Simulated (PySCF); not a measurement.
Computed structure and properties of [CeH2]+

System: [CeH2]+ (singlet in the valence; each metal's 4f electrons, 1 of them, lie in its core potential, out of spins and levels); start: template (C2v). Method: PySCF 2.14.0, RKS PBE0, Ce lcecp-1-SVP with ECP47, H def2-SVP; non-relativistic Hamiltonian with scalar-relativistic core potentials where named; density fitting; no spin-orbit coupling.

Input of the relaxation:

```python
mol = gto.M(atom='''
Ce     0.00000     0.00000    -0.01327
H      2.08790    -0.00000     0.92113
H     -2.08790     0.00000     0.92113''',
    basis={'Ce': 'lcecp-1-SVP', 'H': 'def2-SVP'},
    ecp={'Ce': 'lcecp-1-SVP'},
    charge=1, spin=0)
mf = dft.RKS(mol, xc='PBE0')
mf.grids.atom_grid = (50, 194)  # f atoms: unpruned, at least (60, 302)
mf = mf.density_fit()  # fitting sets: Ce AutoAux, H def2-universal-JKFIT
mf.conv_tol = 1e-08; mf.max_cycle = 55
mf.kernel(dm0)  # dm0: converged density of the start geometry
# quasi-Newton relaxation in Cartesian coordinates to a largest gradient under 0.00045 Eh/bohr, steps kept in the point group
```

Run from Python with OMP_NUM_THREADS=2; the lines above give its settings. Where DIIS fails, smearing, a level shift and second-order steps follow.
It took 3.1 s on 2 threads of Intel(R) Xeon(R) 6975P-C (Granite Rapids), with other jobs on the host, from the converged density of the start.

Course of the relaxation:

| step | energy above end (eV) | largest force component within the symmetry (eV/Å) |
| --- | --- | --- |
| 0 | 0.7154 | 1.681 |
| 1 | 0.3686 | 1.309 |
| 2 | 0.0342 | 0.411 |
| 3 | 0.0044 | 0.095 |
| 4 | 0.0002 | 0.024 |
| 5 | 0.0000 | 0.003 |

Relaxed geometry (C2v):

```xyz
3

Ce    0.0000    0.0000   -0.1609
H     1.6354    0.0000    0.9949
H    -1.6354    0.0000    0.9949
```

```csv
contact,Å
Ce1–H2 (H),2.003
Ce1–H3 (H),2.003
```

On the finer grid (75, 302):

```yaml
HOMO: -12.37 eV
LUMO: -7.37 eV
Dipole_about_the_centre_of_mass: 4.23 D
Set_of_Mulliken_populations_of_Ce1_outside_the_core_potential: s 2.37, p 6.09, d 1.24, f 0.02
D3_BJ_dispersion_energy_not_in_the_energies: -0.021 eV
```

| atom | Mulliken (e) | Löwdin (e) | spin (e) |
| --- | --- | --- | --- |
| Ce1 | 1.28 | 1.26 | 0.00 |
| H2 | -0.14 | -0.13 | 0.00 |
| H3 | -0.14 | -0.13 | 0.00 |

The 4f levels lie in the core potential and are missing. Their spin isn't counted.

On the grid (50, 194), as all that follows. Harmonic modes: a minimum; lowest 481 cm⁻¹ (negative: unstable), highest 1602 cm⁻¹, zero-point energy 0.227 eV.

Taking off one H (charge -1, singlet; the rest: singlet) in vacuum, both parts rigid, costs 14.98 eV; the small basis without counterpoise inflates it. Most of it is the attraction of opposite charges; other ways to part are cheaper, and one spin state was tried for the rest.

Rigid scan of H along the line from its metal:

```
distance to H2 (Å)  energy (eV)
              1.70        0.580
              1.80        0.230
              1.90        0.051
              2.00        0.000
              2.10        0.042
              2.20        0.153
              2.40        0.506
              2.70        1.181
              3.10        2.091
              3.60        3.040
```

One start shape was tried, so this needn't be the lowest isomer.

An lcecp potential fixes the number of 4f electrons, so in runs with it no electron can move into or out of that shell.
